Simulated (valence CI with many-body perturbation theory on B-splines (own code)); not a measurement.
# Sensitivity of CI+MBPT for Re43+

Calculated by valence CI with perturbative core correlation (CI+MBPT): four valence electrons over a frozen Dirac-Fock core [Ar] 3d10, radial functions for each j: 6 s, 6 p, 5 d, 3 f, 1 g, with the one-electron correlation potential Σ1 (screened to all orders), the two-electron term Σ2, the three-electron term Σ3, Breit, model QED; selected single and double excitations, second order for the rest, scaled by the run's own slope (own B-spline code, finite nucleus).

No measured spectrum was set against this ion. As an estimate, large intervals hold to a few tenths of a per cent, small ones and those within an open d or f shell to about a per cent.

The reference run has the lowest level (4s^2 4p1/2^2) J=0 and an ionisation energy of 2241.39 eV. Its largest variational space holds 9994 state functions.

Levels are named by their leading jj configuration (3d3/2^4 stands for four electrons in 3d with j = 3/2), which in mixed levels can hold well under half, so a name can repeat and another be missing. Letters in brackets count levels of one name in rising energy.

Changed runs:
A. size limit of the variational space 10000 → 6000
B. scale of Σ1 1 → 0; scale of Σ2 1 → 0; three-electron term on → off
C. correlating orbitals by l 3 3 3 2 1 → 4 4 0 0 0; size limit of the variational space 10000 → 1500
D. correlating orbitals by l 3 3 3 2 1 → 0 0 0 0 0 (bad on purpose)

Excitation energies of the reference run in cm⁻¹, and shifts in cm⁻¹:

```csv
Level,Reference,A,B,C,D
(4s^2 4p1/2 4p3/2) J=1,795737,+0.1,-3964,-287,-406
(4s^2 4p1/2 4p3/2) J=2,831149,+0.3,-3405,+187,+88
(4s 4p1/2^2 4p3/2) J=2,1591580,+0.1,-4027,-328,-497
(4s^2 4p3/2^2) J=2,1653650,+0.2,-7055,+50,-137
(4s 4p1/2^2 4p3/2) J=1,1712440,+0.5,+748,+358,+244
(4s^2 4p3/2^2) J=0,1730090,0,-5743,+687,+599
(4s^2 4p1/2 4d3/2) J=2,2059450,-0.1,-1264,+493,+140
(4s^2 4p1/2 4d3/2) J=1,2209930,+0.5,+7364,+1669,+1395
(4s^2 4p1/2 4d5/2) J=2,2271100,+0.2,-4515,-260,-612
(4s^2 4p1/2 4d5/2) J=3,2298800,+0.2,-1524,+728,+372
(4s 4p1/2 4p3/2^2) J=2 [a],2406810,+0.1,-893,+537,+273
(4s 4p1/2 4p3/2^2) J=3,2452850,+0.2,-3877,+508,+248
Ionisation energy (eV),2241.39,0,-1.93,-0.14,-0.21
```
